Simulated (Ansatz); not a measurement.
**Which is lower?**

Two relaxed structures of GaSiH$_{3}$O, closed shell (PBE0-D4/def2-TZVP; forces vanish, vibrations not checked).

A:

O1  (-1.493, -1.520, 0.945)
Si2  (-0.349, -1.170, -0.003)
Ga3  (0.383, 1.138, -0.037)
H4  (0.291, -2.213, -0.873)
H5  (1.484, 1.611, 0.972)
H6  (-0.316, 2.153, -1.004)
(Å)

B:

```
6
angstrom
O -0.9056 -0.3779 0.7225
Si 0.0488 0.8508 0.1891
Ga 0.1991 -1.2956 -0.5373
H -0.0328 -2.8186 -0.7439
H 0.9980 1.4607 1.1594
H -0.5982 1.9411 -0.5901
```

Ansatz 0.2.0; basis: def2-TZVPP; cores frozen in the correlated methods. Filled d shells of the heavier atoms are correlated. The def2 sets are not built for correlating such inner shells, so the correlated values are less sure here. B3LYP uses VWN-RPA correlation.

Problem. Which structure is lower at CCSD(T), and by how much? (To be estimated.)

Solution. Computed: B, by 17.25 kcal/mol (electronic energy, against the other). By their contacts, A is GaSiH₃O ([O][SiH][GaH2]) and B is GaSiH₃O ([O]1[SiH2][GaH]1).

All methods give the same order:

| method | E(B) − E(A) (kcal/mol) |
| --- | --- |
| PBE-D4 | -16.63 |
| r2SCAN-D4 | -19.04 |
| PBE0-D4 | -18.27 |
| B3LYP-D4 | -15.60 |
| wB97M-V | -17.60 |
| HF | -16.06 |
| MP2 | -17.47 |
| CCSD | -17.17 |
| CCSD(T) | -17.25 |

No T1 diagnostic of these runs exceeds 0.020.

Labels in which every atom is bracketed show which atoms are joined, not bond orders.

For scale, one of the runs: CCSD(T)/def2-TZVPP, 163 basis functions, launched by `ansatz run in.yaml --threads 2 --pin off --events-out ev --progress --plain --max-ram 4352MiB`. Hardware: 2 CPU threads of an Arm Neoverse V1, shared host. Wall time 41 s; peak host memory 1.2 GiB.
